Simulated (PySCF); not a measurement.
# A series of related molecules

Method: TDA BHandHLYP/def2-SVP excited states, vertical, gas phase in PySCF. Geometry: GFN2-xTB.

Each molecule in one low-energy conformer.

Scalar relativity is left out, which matters for the atoms heavier than Zn.

(1) How does the vertical S1–T1 gap change along this series?
- [SiH3]c1cc(-c2ccco2)oc1-c1ccco1 (H replaced by SiH3)
- Brc1ccc(-c2ccc(-c3ccco3)o2)o1 (H replaced by Br)
- C[Se]c1cc(-c2ccco2)oc1-c1ccco1 (H replaced by SeCH3)

## Answers

(1) 
```
                       molecule  S1 (eV)    S1 from  f(S1)  T1 (eV)    T1 from  S1 − T1 (eV)  S0–T1 spin-orbit coupling (cm⁻¹)  S1–T1 spin-orbit coupling (cm⁻¹)
[SiH3]c1cc(-c2ccco2)oc1-c1ccco1     4.05  HOMO→LUMO  1.111     2.31  HOMO→LUMO          1.74                              0.03                              0.00
  Brc1ccc(-c2ccc(-c3ccco3)o2)o1     4.04  HOMO→LUMO  1.405     2.30  HOMO→LUMO          1.73                              0.56                              0.04
 C[Se]c1cc(-c2ccco2)oc1-c1ccco1     3.93  HOMO→LUMO  0.995     2.23  HOMO→LUMO          1.71                              0.27                              0.09
```
The vertical S1–T1 gap is lowest for C[Se]c1cc(-c2ccco2)oc1-c1ccco1 and highest for [SiH3]c1cc(-c2ccco2)oc1-c1ccco1.
